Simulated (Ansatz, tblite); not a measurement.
Cost and result up the ladder for Al2Ru⁻ (3 atoms). Charge -1, multiplicity 2. Geometry: B3LYP-D4/def2-TZVPD.

```xyz
3

Ru   -0.418   -0.909   -0.668
Al    0.281    1.260   -0.807
Al    0.138   -0.351    1.475
```

Ansatz on 4 threads of Arm Neoverse V1 on a shared host; xTB runs through tblite on one thread. Times are rough, summed over both states, and most runs start from the orbitals of an earlier one. No level here is sound enough to serve as a yardstick. The other state is a triplet.

In the def2 sets Ru takes a core potential; there is no spin–orbit coupling. The xTB rows come from tblite. The structure comes from a short search, and lower isomers may exist.

Raw xTB energies of ions are shifted by several eV, and xTB has no spin-polarisation term.

```
                          level  functions  vertical IE (eV)                                                                                                            remarks
                       GFN2-xTB         27              4.27                                                                                                                  –
           r2SCAN-D4/def2-TZVPD        126              1.84  HOMO above zero (-1 doublet), spin-contaminated (⟨S²⟩ 0.94) (-1 doublet), spin-contaminated (⟨S²⟩ 2.13) (triplet)
             PBE0-D4/def2-TZVPD        126              1.70                                                                         spin-contaminated (⟨S²⟩ 0.96) (-1 doublet)
                       GFN1-xTB         27              4.67                                                                                                                  –
PBE-D4/def2-TZVPD (with forces)        126              1.92                                                                                       HOMO above zero (-1 doublet)
```

Estimate how long each takes.

GFN1-xTB 0.007 s; GFN2-xTB 0.017 s; PBE-D4/def2-TZVPD (with forces) 5.8 s; r2SCAN-D4/def2-TZVPD 16 s; PBE0-D4/def2-TZVPD 24 s. On shared hardware such times vary by a factor of up to 3.
